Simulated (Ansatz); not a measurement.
Computed with Ansatz on PBE0-D4/def2-TZVP structures; ΔE is electronic, products minus reactants. CBS: MP2 limit from def2 TZ/QZ plus the TZ coupled-cluster correction, frozen cores. Functionals use def2-TZVPP. For Ga outer-core shells are correlated without core-valence functions, which leaves a few kJ/mol of doubt a bond. Scalar relativity is left out up to krypton. One conformer a species, not always the lowest.

Reaction (redistribution): `CBS` + `[NH2][Ga]([NH2])[SH]` → `NBS` + `[CH3][Ga]([NH2])[SH]`

```
         level  ΔE (kJ/mol)
          BLYP        -76.7
          PBE0        -75.5
MP2/def2-TZVPP        -71.8
CCSD/CBS(def2)        -69.7
```

Q: What does CCSD(T)/CBS give? (Estimate.)

A: Ansatz gave: -70.2 kJ/mol. The listed levels differ from it by -6.5, -5.3, -1.6, 0.5 kJ/mol.

Largest T1 diagnostic among the species: 0.013.

At CCSD(T), def2-SVP lies −4.8 kJ/mol from the extrapolated value and def2-TZVPP −0.7 kJ/mol. Leaving LDA and LC-ωPBE aside and taking each functional with its dispersion term where it has one, the values, not all of them listed here, spread over 5.9 kJ/mol, from PBE-D4 to B97M-V. LDA lies −3.9 kJ/mol from PBE without D4.
